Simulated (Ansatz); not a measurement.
CH4FNOSi (`C=N[SiH](O)F`). Charge 0, multiplicity 1. All single points use the PBE0-D4/def2-TZVP geometry. It is one conformer, not always the lowest.

```xyz
9

C     0.506   -0.178   -1.627
N     0.235    0.547   -0.634
Si    0.050    0.023    0.998
O    -1.395    0.530    1.545
F     0.093   -1.567    1.123
H     0.663   -1.265   -1.571
H     0.600    0.265   -2.625
H     1.153    0.543    1.822
H    -1.905    1.100    0.968
```

(1) What is the dipole moment at r2SCAN/def2-TZVPP? (Best estimate.)

(2) And with PBE, B3LYP, ωB97M-V? (Estimate.)

(3) Give the Mulliken charges with r2SCAN, B3LYP, PBE in def2-TZVPP. (Best estimate.)

Results:

(1) The calculation gave: 2.17 D, with components (-0.02, 0.54, -2.10) D in this frame, pointing from negative to positive charge.

(2) Ansatz gave: PBE 2.08 D, B3LYP 2.22 D, ωB97M-V 2.26 D.

(3) Ansatz gave: 
```csv
atom,r2SCAN,B3LYP,PBE
C1,0.04,-0.08,-0.07
N2,-0.36,-0.30,-0.24
Si3,0.80,0.78,0.65
O4,-0.41,-0.39,-0.35
F5,-0.33,-0.33,-0.28
H6,0.07,0.10,0.09
H7,0.07,0.11,0.10
H8,-0.10,-0.10,-0.10
H9,0.21,0.20,0.20
```

B3LYP here is the variant with VWN-RPA as its local correlation; programs differ in this.
